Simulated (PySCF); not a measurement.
A GIAO shielding run with PySCF 2.14.0 with density-fitted response routines (density fitting, non-relativistic, gas phase) on SMILES C#C[Si]1(SCC#N)SCCS1, C₆H₇NS₃Si:

```
{"job": {"kind": "nmr", "xc": "PBE0", "basis": "pcSseg-1"}, "charge": 0, "multiplicity": 1}
C      0.813784     2.782684     1.166057
C      0.461169     1.644138     1.000303
Si    -0.014052    -0.117506     0.709889
S      1.602534    -1.432448     1.246230
C      2.736612    -1.050134    -0.149746
C      3.289161     0.262689     0.000606
N      3.708439     1.315431     0.150165
S     -0.586471    -0.382252    -1.351444
C     -2.347241    -0.114349    -0.981660
C     -2.785088    -0.958514     0.191985
S     -1.864432    -0.541287     1.714737
H      1.119996     3.778113     1.315053
H      3.526604    -1.801042    -0.106369
H      2.186599    -1.133391    -1.088506
H     -2.490463     0.948020    -0.782166
H     -2.895487    -0.393043    -1.881622
H     -2.634290    -2.019504    -0.010355
H     -3.836133    -0.781288     0.418528
```

Hardware: 1 thread of an Arm Neoverse V1, shared host. The job also computes population analyses, field gradients, ring-centre shieldings.

(1) How large is the calculation?

(2) How long does it take?

Results:

(1) 112 electrons, 250 basis functions and 1384 auxiliary functions.

(2) 69 s of wall time, with 15 SCF cycles and 5 response iterations. Times on a shared host scatter by some tens of per cent.
